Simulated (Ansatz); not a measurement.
Basis-set series for GaH$_{4}$NO (`[NH2][GaH][OH]`). The species carries charge 0 and has multiplicity 1. Geometry: relaxed with PBE0-D4/def2-TZVP. It is one conformer, not always the lowest.

| functional | basis | functions | energy (Eh) | HOMO (eV) | LUMO (eV) |
| --- | --- | --- | --- | --- | --- |
| PBE0-D4 | def2-SVP | 80 | -2056.53098 | -7.17 | 0.15 |
| PBE0-D4 | def2-QZVPP | 323 | -2056.99908 | -7.46 | -0.22 |
| ωB97M-V | def2-SVP | 80 | -2056.77091 | -9.55 | 1.91 |
| ωB97M-V | def2-QZVPP | 323 | -2057.24132 | -9.86 | 1.18 |

(1) Give the rows for def2-TZVPP. (Estimate.)

## Answers

(1) Computed: 
```json
{"functional": "PBE0-D4", "basis": "def2-TZVPP", "functions": "166", "energy (Eh)": "-2056.94628", "HOMO (eV)": "-7.40", "LUMO (eV)": "-0.09"}
{"functional": "ωB97M-V", "basis": "def2-TZVPP", "functions": "166", "energy (Eh)": "-2057.19027", "HOMO (eV)": "-9.80", "LUMO (eV)": "1.58"}
```

Positive LUMOs are unbound and depend on the basis. Scalar relativity is left out up to krypton.
